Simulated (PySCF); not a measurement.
## How methods differ on the ionisation energy of Rh²⁺

Rh²⁺ [Kr] 4d7 (4F) → Rh³⁺ [Kr] 4d6 (5D), as a difference of total energies. Computed with PySCF 2.14 in x2c-TZVPPall with one added diffuse shell each of s, p, d, f type (9s7p7d3f1g, 95 functions), with the spin-free X2C one-electron Hamiltonian (Gaussian nucleus). Correlated levels: valence and next inner shell: [Ar] 3d10 frozen. The calculations carry no spin-orbit coupling.

```csv
method,ionisation energy (eV),plus first-order spin-orbit estimate,difference from reference of that sum (eV)
UHF,29.355,29.425,-1.635
MP2 (valence and next inner shell),30.692,30.762,-0.298
SCS-MP2 (valence and next inner shell),30.686,30.756,-0.304
CCSD (valence and next inner shell),30.596,30.666,-0.394
CCSD(T) (valence and next inner shell),30.648,30.718,-0.342
```

Reference: 31.06 eV (semi-empirical (NIST evaluation); NIST Atomic Spectra Database, ionization energies).

A first-order spin-orbit estimate (lowest level to lowest level, LS coupling) adds 0.070 eV.

Errors of the correlated levels include the incompleteness of this basis and the frozen core.
